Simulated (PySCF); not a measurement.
PySCF 2.14 output of an unrestricted PBE calculation on a single atom or ion in aug-cc-pwCVTZ-PP with ECP28MDF (8s7p6d4f1g, 96 functions), with scalar relativity through the core potential:

```
SCF conv_tol = 1e-09
number electrons alpha = 13  beta = 9
    J. P. Perdew, K. Burke, and M. Ernzerhof.,  Phys. Rev. Lett. 77, 3865 (1996)
    J. P. Perdew, K. Burke, and M. Ernzerhof.,  Phys. Rev. Lett. 78, 1396 (1997)
    J. P. Perdew, K. Burke, and M. Ernzerhof.,  Phys. Rev. Lett. 77, 3865 (1996)
    J. P. Perdew, K. Burke, and M. Ernzerhof.,  Phys. Rev. Lett. 78, 1396 (1997)
cycle= 1 E= -214.059930119511  delta_E= -0.009  |g|= 0.0571  |ddm|= 0.359
cycle= 2 E= -214.059840444183  delta_E= 8.97e-05  |g|= 0.0619  |ddm|= 0.124
cycle= 3 E= -214.06048553703  delta_E= -0.000645  |g|= 0.000848  |ddm|= 0.0615
cycle= 4 E= -214.060486106891  delta_E= -5.7e-07  |g|= 0.000468  |ddm|= 0.00469
cycle= 5 E= -214.060486213454  delta_E= -1.07e-07  |g|= 2.13e-05  |ddm|= 0.00139
cycle= 6 E= -214.06048621355  delta_E= -9.58e-11  |g|= 7.32e-07  |ddm|= 0.000104
converged SCF energy = -214.06048621355  <S^2> = 6.0017423  2S+1 = 5.0006969
```

The run itself started from symmetry-adapted Hartree-Fock orbitals and held the occupation by maximum overlap, on a logarithmic radial grid, so the iterations belong to that start.

**Question.** Which element, charge and spin multiplicity is this?

**Answer.** Sn (tin, neutral), multiplicity 5; the state was [Kr] 4d10 5s1 5p3, high-spin 5S determinant (an excited configuration).

Energies and moments cover only the electrons outside the core potential.
